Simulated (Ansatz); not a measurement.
System: B2H4, charge -1, multiplicity 2. It need not be the lowest isomer of its formula. SMILES: B[BH2-]
Geometry from a B3LYP-D3(BJ)/def2-TZVP (Ansatz, an electronic-structure program) optimisation:
```xyz
6

B      0.0001     0.0136     0.8205
B     -0.0001    -0.0136    -0.8205
H      1.0156     0.0327     1.4961
H     -1.0154     0.0168     1.4965
H      1.0154    -0.0168    -1.4965
H     -1.0156    -0.0327    -1.4961
```
Charge -1, spin multiplicity 2.

Quantity: vertical ionisation energy (to the singlet state of charge +0; each state is the SCF solution reached for its spin), in eV. Valence correlation only, unless marked. Open shells are spin-unrestricted. Spin-orbit coupling is left out. Non-relativistic. Anions need diffuse functions: aug- sets have them; def2-D sets add few. Basis-set limits of correlation are two-point, X^-3; Hartree-Fock from the larger set. [CCSD(T)-MP2]/basis is that difference in the basis named.

```
level           program  vertical ionisation energy (eV)
--------------  -------  -------------------------------
HF/aug-cc-pVDZ   Ansatz                             0.71
HF/def2-TZVPPD   Ansatz                             0.69
```

What does RI-MP2/CBS(aug-cc-pVTZ,aug-cc-pVQZ)+[CCSD(T)-MP2]/aug-cc-pVTZ (Ansatz) give?

1.58 eV
